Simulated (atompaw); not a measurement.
## u(r) = r·R(r): atom against pseudo-atom (As)

Columns: radius, all-electron u(r) and pseudo u(r) of the 4s shell (level -14.50 eV) of arsenic in the configuration [Ar] 3d10 4s2 4p3; PBEsol, scalar-relativistic, PAW (atompaw) scheme, atompaw 4.2.0.5.

```csv
r (bohr),all-electron,pseudo
0.088,0.1405,0.0961
0.175,0.1892,0.1898
0.263,-0.0725,0.2819
0.351,-0.2962,0.3702
0.438,-0.3770,0.4525
0.526,-0.3346,0.5297
0.614,-0.2148,0.6001
0.702,-0.0587,0.6628
0.789,0.1035,0.7168
0.877,0.2587,0.7630
0.965,0.3963,0.8007
1.052,0.5110,0.8295
1.140,0.6049,0.8503
1.228,0.6775,0.8632
1.315,0.7304,0.8685
1.403,0.7670,0.8672
1.491,0.7889,0.8597
1.578,0.7984,0.8470
1.666,0.7977,0.8296
1.754,0.7886,0.8084
1.842,0.7727,0.7841
1.929,0.7517,0.7576
2.017,0.7265,0.7291
2.105,0.6983,0.6991
2.192,0.6684,0.6686
2.280,0.6369,0.6369
```

(1) How many radial nodes do the two functions have?

(2) Is the pseudo-wave norm-conserving?

## Answers

(1) The all-electron 4s function has n − l − 1 = 3 (the table is too coarse to show those close to the nucleus); the pseudo-wave has 0, since the states of the same l below it are removed with the core.

(2) No, it belongs to a PAW set: the norm inside the radius is not constrained, and the difference is carried by the augmentation charge.
